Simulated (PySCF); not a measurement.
## Telling isomers of C11H7N apart by NMR

Method: coordinates at the GFN2-xTB level, GIAO PBE0/pcSseg-1 shieldings, in PySCF (averaged over atoms made equivalent by symmetry, fast rotation or ring inversion, non-relativistic Hamiltonian, isolated molecule, one computed conformer).

Shifts are taken against calculated references (same method and geometry level): TMS for $^{1}$H (σ = 31.72 ppm) and $^{13}$C (σ = 186.93 ppm). Where no couplings were computed, multiplicities follow the n + 1 count of equivalent neighbours, and m marks all less simple cases (inequivalent or close neighbours, rings, F or P nearby). Shifts are as computed. Against solution values, carbons near 30 ppm lie about +3 ppm off and those near 130 ppm about +5 ppm. Of 1211 compounds with measured shifts, 218 miss one by over three times the rms of a fit or turn the order of signals round; such compounds aren't used in these exercises.

(1) Tabulate the signals of `N#Cc1ccc2ccccc2c1`, `C#CC(=C)C#Cc1ccncc1`, `C#CC1=C[C@H]2C=C[C@]1(C#N)C=C2` and their relative energies.

(2) What is the quickest way to tell C#CC(=C)C#Cc1ccncc1 from C#CC1=C[C@H]2C=C[C@]1(C#N)C=C2?

(3) What is the quickest way to tell N#Cc1ccc2ccccc2c1 from C#CC1=C[C@H]2C=C[C@]1(C#N)C=C2?

(4) What is the quickest way to tell N#Cc1ccc2ccccc2c1 from C#CC(=C)C#Cc1ccncc1?

Results:

(1) 
```tsv
SMILES	carbon types	δC	δH	E rel. (kcal/mol)
N#Cc1ccc2ccccc2c1	4×C 7×CH	141.9, 138.2, 136.3, 134.8, 134.8, 134.6, 134.5, 134.2, 133.3, 125.0, 114.6	8.55 (s, 1H), 8.25 (d, 1H), 8.23 (d, 1H), 8.22 (d, 1H), 8.03 (d, 1H), 8.03 (m, 1H), 7.99 (m, 1H)	0.0
C#CC(=C)C#Cc1ccncc1	5×C 5×CH 1×CH2	156.0, 143.7, 134.8, 131.3, 118.7, 101.3, 98.3, 88.4, 85.3	9.01 (d, 2H), 7.49 (d, 2H), 6.43 (m, 1H), 6.40 (m, 1H), 2.76 (s, 1H)	103.4
C#CC1=C[C@H]2C=C[C@]1(C#N)C=C2	4×C 7×CH	156.2, 151.1, 149.7, 144.2, 125.7, 103.8, 81.1, 55.6, 53.1	7.41 (d, 1H), 7.19 (m, 2H), 7.16 (m, 2H), 4.71 (m, 1H), 3.74 (s, 1H)	107.6
```

Energies are electronic energies at PBE0/pcSseg-1 on these geometries, without zero-point or thermal terms, each for the one conformer computed, which needn't be the lowest.

(2) Both give the same number of carbon signals, but DEPT or the intensities differ. The first has a terminal =CH2 carbon at 143.7 ppm, the second an allylic sp3 CH at 53.1 ppm. Their most deshielded carbons lie at 156.0 and 156.2 ppm. In the proton spectra the most deshielded non-exchanging signals are 9.01 (d, 2H) and 7.41 (d, 1H).

(3) Count the carbon signals: 11 against 9. The first has an aromatic CH at 133.3 ppm, the second an allylic sp3 CH at 53.1 ppm. Their most deshielded carbons lie at 141.9 and 156.2 ppm. In the proton spectra the most deshielded non-exchanging signals are 8.55 (s, 1H) and 7.41 (d, 1H).

(4) Count the carbon signals: 11 against 9. The first has an aromatic CH at 141.9 ppm, the second a terminal =CH2 carbon at 143.7 ppm. Their most deshielded carbons lie at 141.9 and 156.0 ppm. In the proton spectra the most deshielded non-exchanging signals are 8.55 (s, 1H) and 9.01 (d, 2H).
